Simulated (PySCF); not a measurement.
**Ionising Br2**

PBE0; PySCF, scalar-relativistic core potentials, basis sets Br cc-pVTZ-PP with ECP10. Neutral (UKS): singlet (closed shell), Re = 2.281 Å, ωe = 337 cm⁻¹, De = 2.24 eV, HOMO -8.04 eV, LUMO -3.53 eV.

Br₂⁺ (UKS): doublet (π ↑), Re = 2.191 Å, ωe = 386 cm⁻¹, De = 3.57 eV to Br⁺ + Br. The energies at the minima are -833.64314 hartree for Br2 and -833.25915 for Br₂⁺.

(1) Work out the adiabatic ionisation energy, without and with harmonic zero-point energies (1 hartree = 27.2114 eV, 1 eV = 8065.5 cm⁻¹), and the change of the bond length.

Spin–orbit coupling is left out. States were picked by a PBE0 search and need not be the measured ground states.

Results:

(1) At PBE0: 0.38399 hartree = 10.449 eV between the minima; the zero-point term (386.0 − 337.0)/2 cm⁻¹ = +0.003 eV makes it 10.452 eV. Re changes by -9.0 pm against the neutral. Minus the HOMO energy is 8.04 eV, -2.41 eV from the value between the minima; self-interaction puts the Kohn–Sham level too high, less so with exact exchange. The electron leaves a π orbital, and the shorter bond of the ion fits an antibonding orbital, or a change in how ionic the bond is.
